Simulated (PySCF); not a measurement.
Cl$_{3}$MoO, doublet, geometry from GFN2-xTB (such geometries of metal compounds can be far from the true shape) (the multiplicity is a formal guess) (core potentials on Mo); PySCF with DF-M062X/def2-SVP.

PySCF was given this input:
```python
from pyscf import gto, scf, dft

mol = gto.M(
    atom='''
Mo    0.386421   -0.081189   -0.012300
O     1.593814   -0.796268   -0.848410
Cl    0.476278    0.967153    1.829884
Cl   -0.833725    1.143565   -1.474919
Cl   -1.347271   -1.535418    0.074675
''',
    basis='def2-svp',
    ecp={'Mo': 'def2-svp'},
    charge=0,
    spin=1,
    verbose=4,
)

mf = dft.UKS(mol)
mf.xc = 'm062x'
mf = mf.density_fit(auxbasis='def2-universal-jkfit')
mf.kernel()
```

The log (banner, timings and long lists left out):

```
PySCF version 2.14.0

[INPUT] verbose = 4
[INPUT] num. atoms = 5
[INPUT] num. electrons = 73
[INPUT] charge = 0
[INPUT] spin (= nelec alpha-beta = 2S) = 1
[INPUT] symmetry False subgroup None
[INPUT] Mole.unit = angstrom
[INPUT] Symbol           X                Y                Z      unit          X                Y                Z       unit  Magmom
[INPUT]  1 Mo     0.386421000000  -0.081189000000  -0.012300000000 AA    0.730229858781  -0.153424974327  -0.023243631332 Bohr   0.0
[INPUT]  2 O      1.593814000000  -0.796268000000  -0.848410000000 AA    3.011871953498  -1.504728441755  -1.603262541342 Bohr   0.0
[INPUT]  3 Cl     0.476278000000   0.967153000000   1.829884000000 AA    0.900034979156   1.827654290551   3.457979599724 Bohr   0.0
[INPUT]  4 Cl    -0.833725000000   1.143565000000  -1.474919000000 AA   -1.575511913203   2.161024655638  -2.787192965917 Bohr   0.0
[INPUT]  5 Cl    -1.347271000000  -1.535418000000   0.074675000000 AA   -2.545973205569  -2.901519506727   0.141115298352 Bohr   0.0

nuclear repulsion = 408.162782483466
number of shells = 41
number of NR pGTOs = 189
number of NR cGTOs = 99
basis = def2-svp
ecp = {'Mo': 'def2-svp'}

******** <class 'pyscf.df.df_jk.DFUKS'> ********
method = DFUKS
initial guess = minao
damping factor = 0
level_shift factor = 0
DIIS = <class 'pyscf.scf.diis.CDIIS'>
diis_start_cycle = 1
diis_space = 8
diis_damp = 0
SCF conv_tol = 1e-09
SCF conv_tol_grad = None
SCF max_cycles = 50
direct_scf = False
number electrons alpha = 37  beta = 36
XC library pyscf.dft.libxc version 7.1.2
    S. Lehtola, C. Steigemann, M. J. T. Oliveira, and M. A. L. Marques,  SoftwareX 7, 1–5 (2018)
XC functionals = m062x
    Y. Zhao and D. G. Truhlar,  Theor. Chem. Acc. 120, 215 (2008)
    Y. Zhao and D. G. Truhlar,  Theor. Chem. Acc. 120, 215 (2008)
radial grids:
    Treutler-Ahlrichs [JCP 102, 346 (1995); DOI:10.1063/1.469408] (M4) radial grids

becke partition: Becke, JCP 88, 2547 (1988); DOI:10.1063/1.454033
pruning grids: <function nwchem_prune>
grids dens level: 3
symmetrized grids: False
atomic radii adjust function: <function treutler_atomic_radii_adjust>
small_rho_cutoff = 0
Set gradient conv threshold to 3.16228e-05
tot grids = 93160
******** <class 'pyscf.df.df.DF'> ********
auxbasis = def2-universal-jkfit
init E= -1515.85414987935

cycle= 1 E= -1523.32308919196  delta_E= -7.47  |g|= 0.67  |ddm|=  2.4
cycle= 2 E= -1521.91996706831  delta_E=  1.4  |g|= 2.02  |ddm|= 1.63
cycle= 3 E= -1523.49233561316  delta_E= -1.57  |g|= 0.118  |ddm|= 1.24
cycle= 4 E= -1523.49833888559  delta_E= -0.006  |g|= 0.0446  |ddm|= 0.182
cycle= 5 E= -1523.49913560075  delta_E= -0.000797  |g|= 0.0204  |ddm|= 0.0645
cycle= 6 E= -1523.49938751839  delta_E= -0.000252  |g|= 0.00759  |ddm|= 0.0287
cycle= 7 E= -1523.49944775785  delta_E= -6.02e-05  |g|= 0.00286  |ddm|= 0.0141
cycle= 8 E= -1523.49947165282  delta_E= -2.39e-05  |g|= 0.0016  |ddm|= 0.0103
cycle= 9 E= -1523.49948208801  delta_E= -1.04e-05  |g|= 0.000891  |ddm|= 0.0082
cycle= 10 E= -1523.49948474873  delta_E= -2.66e-06  |g|= 0.000372  |ddm|= 0.00455
cycle= 11 E= -1523.4994852432  delta_E= -4.94e-07  |g|= 0.000164  |ddm|= 0.00183
cycle= 12 E= -1523.49948531797  delta_E= -7.48e-08  |g|= 0.000172  |ddm|= 0.000562
cycle= 13 E= -1523.49948536025  delta_E= -4.23e-08  |g|= 7.88e-05  |ddm|= 0.000461
cycle= 14 E= -1523.49948537194  delta_E= -1.17e-08  |g|= 2.73e-05  |ddm|= 0.000257
cycle= 15 E= -1523.49948537583  delta_E= -3.89e-09  |g|= 2.25e-05  |ddm|= 0.000187
cycle= 16 E= -1523.49948537718  delta_E= -1.35e-09  |g|= 1.29e-05  |ddm|= 8.17e-05
cycle= 17 E= -1523.49948537822  delta_E= -1.05e-09  |g|= 9.92e-06  |ddm|= 8.75e-05
cycle= 18 E= -1523.4994853791  delta_E= -8.79e-10  |g|= 7.16e-06  |ddm|= 9.61e-05
Extra cycle  E= -1523.49948537939  delta_E= -2.91e-10  |g|= 6.25e-06  |ddm|= 4e-05
converged SCF energy = -1523.49948537939  <S^2> = 0.75792299  2S+1 = 2.0079074
```
